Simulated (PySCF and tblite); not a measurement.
The numbers below are computed, except where a source is named.
System: CH₉BN₂Si, numbered as in [BH2:1][N:2]([CH3:3])[SiH2:4][NH2:5].

The path came from a restrained scan, a climbing-image band and a saddle search at GFN2-xTB; energies are B3LYP/pcSseg-1 + D3(BJ)//GFN2-xTB, thermal terms GFN2-xTB. Rates follow Eyring's equation with the number of equivalent paths and no tunnelling. Run with tblite and PySCF.

(1) Estimate the barrier and the room-temperature rate of the rotation about the B1–N2 bond (torsion H–B1–N2–C3 from 1° to 179°, rising).

Results:

(1) The electronic barrier is 27.4 kcal/mol and ΔG‡(298 K) 25.8 kcal/mol, over a C1 saddle with an imaginary mode of 596i cm⁻¹ (GFN2-xTB). With 2 equivalent paths, k is 1.5×10⁻⁶ s⁻¹, a mean lifetime of the start of 7.9 days against this motion.
